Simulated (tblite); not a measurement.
Compound: C₆H₁₃O₂PS.
Structure used (GFN2-xTB), in Å, numbered top down from 1:
```xyz
23
C6H13O2PS angstrom
C      3.2748    0.8412    0.9733
S      2.6134    1.1648   -0.6826
C      1.6893   -0.3790   -0.9570
P      0.1350   -0.3134    0.0348
O      0.3354   -0.4329    1.4850
C     -0.7272    1.2213   -0.4735
C     -2.1525    1.0867    0.0650
O     -2.8504    0.0010   -0.4961
C     -2.3749   -1.2540   -0.0776
C     -0.9969   -1.5893   -0.6531
H      3.7556    1.7574    1.2992
H      2.4596    0.5822    1.6395
H      4.0019    0.0356    0.9164
H      1.4806   -0.4324   -2.0233
H      2.3061   -1.2251   -0.6516
H     -0.7317    1.3324   -1.5571
H     -0.2301    2.0801   -0.0189
H     -2.1101    0.9813    1.1602
H     -2.7445    1.9717   -0.1836
H     -3.1214   -1.9769   -0.4184
H     -2.3172   -1.2906    1.0213
H     -1.0214   -1.5581   -1.7415
H     -0.6783   -2.5770   -0.3154
```

Computed with GFN2-xTB (tblite): harmonic, unscaled wavenumbers at the GFN2-xTB geometry, gas phase. Against measured fundamentals such values can be off by several per cent, at times by over 20. One conformer, not necessarily the lowest.

Harmonic wavenumbers (cm⁻¹): 30.9, 80.6, 95.0, 132.8, 153.8, 168.8, 195.6, 224.6, 247.0, 286.3, 340.6, 393.6, 400.0, 411.2, 541.1, 657.0, 691.2, 701.7, 735.9, 745.7, 767.1, 815.0, 843.4, 905.4, 941.5, 945.3, 954.7, 969.1, 997.9, 1037.2, 1045.8, 1083.2, 1123.2, 1126.2, 1134.4, 1173.2, 1223.7, 1259.8, 1262.9, 1291.0, 1316.9, 1330.2, 1342.2, 1376.0, 1403.5, 1409.5, 1440.0, 1444.6, 1452.5, 1460.6, 2868.1, 2869.1, 2956.8, 2962.1, 2965.2, 2970.4, 2972.1, 2993.3, 2996.6, 3006.0, 3022.8, 3058.6, 3068.2.

A = 2137, B = 591.8, C = 564.8 MHz; mass 180.037 u (most abundant isotopes); point group C1, symmetry number 1.

Problem. Zero-point energy?

Solution. Half the sum of the wavenumbers: 40409 cm⁻¹ = 483.41 kJ/mol.

Problem. What is S at 200 K and 1 bar for an ideal gas of classical rigid rotors and harmonic oscillators?

Solution. Translation 165.32, rotation 122.58, vibration 101.02: S = 388.9 J/(mol K).

Problem. And Cp and H(200 K) − H(0)?

Solution. Cp = 141.08 J/(mol K), of which vibrations give 107.82 (their classical limit is 63 R = 523.8); H(200 K) − H(0) = 17.65 kJ/mol without the zero-point energy, 11.00 from vibrations.

Problem. Blend soft modes into free rotors: weight 1/[1 + (100 cm⁻¹/ν̃)⁴] for the oscillator and the rest for a rotor with moment μB/(μ + B), μ = h/(8π²ν), B = 10⁻⁴⁴ kg m². What vibrational entropy results?

Solution. 94.04 J/(mol K) in place of 101.02, which changes −T·S at 200 K by +1.40 kJ/mol.

Problem. What must be added to the electronic energy to get the Gibbs energy at 200 K and 1 bar?

Solution. ZPE + [H(200 K) − H(0)] − T·S = 483.41 + 17.65 − 77.79 = 423.27 kJ/mol.

Problem. How do the functions run with temperature in this model?

Solution. 
```
T (K)  S (J/(mol K))  Cp (J/(mol K))  H − H(0) (kJ/mol)  G − H(0) (kJ/mol)  ln q(vib)
  100          310.1            91.3               6.00             -25.01       2.23
  300          456.0           194.1              34.37            -102.43       8.81
  500          579.0           290.7              83.35            -206.14      15.29
  800          737.3           381.6             185.48            -404.37      24.62
 1000          826.9           420.5             265.89            -560.98      30.41
```

q(vib) and H(0) count from the zero-point level.

Hindered rotation and anharmonicity are outside this model. Other conformers, if any are populated, would add a mixing term that is left out. The structure is chiral; the term R ln 2 for an equal mix with its mirror image is left out.
